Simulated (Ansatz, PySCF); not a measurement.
Spin states of FNbO (SMILES [O]=[Nb][F]), each relaxed with B3LYP-D3(BJ)/def2-TZVP.
State 1 (charge 0, multiplicity 3):
```xyz
3

Nb     0.338    -0.139     0.471
O      1.116    -0.207    -1.036
F     -1.487     0.394     0.495
```
State 2 (charge 0, multiplicity 1):
```xyz
3

Nb     0.3766    -0.1589     0.5507
O      0.9788    -0.1686    -1.0201
F     -1.3885     0.3748     0.3990
```

Singlets are restricted, other states unrestricted; no spin–orbit coupling, no relativity up to Kr; see below for the cores. The largest T1 diagnostic is 0.068.

Correlated levels freeze the inner cores; with def2 sets outer-core shells near the valence are correlated too. CBS: X⁻³ extrapolation of the correlation energy, Hartree–Fock from the larger set.

Run with Ansatz (an electronic-structure program); PySCF for the dispersion terms. Values without a source in brackets are computed. In def2 rows elements past Kr take small-core potentials, without spin–orbit coupling.

| level | energy of the multiplicity-1 state less that of the multiplicity-3 state (kJ/mol) |
|---|---|
| PBE/def2-TZVPP | 60.2 |
| BLYP/def2-TZVPP | 48.3 |
| r2SCAN-D3(BJ)/def2-TZVPP | 86.9 |
| B97M-V/def2-TZVPP | 66.0 |
| BHLYP-D3(BJ)/def2-TZVPP | [?] |
| CAM-B3LYP/def2-TZVPP | 69.7 |
| CAM-B3LYP-D3(BJ)/def2-TZVPP | 69.7 |
| wB97M-V/def2-TZVPP | 59.7 |
| CCSD(T)/CBS(def2-SVP, def2-TZVPP) | [?] |

Q: Fill in the missing entries.

A: 
- BHLYP-D3(BJ)/def2-TZVPP, energy of the multiplicity-1 state less that of the multiplicity-3 state (kJ/mol): 84.7
- CCSD(T)/CBS(def2-SVP, def2-TZVPP), energy of the multiplicity-1 state less that of the multiplicity-3 state (kJ/mol): 43.6

Doubts at one or more of the structures used: T1 above 0.05 (CCSD(T)/CBS(def2-SVP, def2-TZVPP)); a restricted determinant that unrestricted orbitals would lower (CCSD(T)/CBS(def2-SVP, def2-TZVPP)).
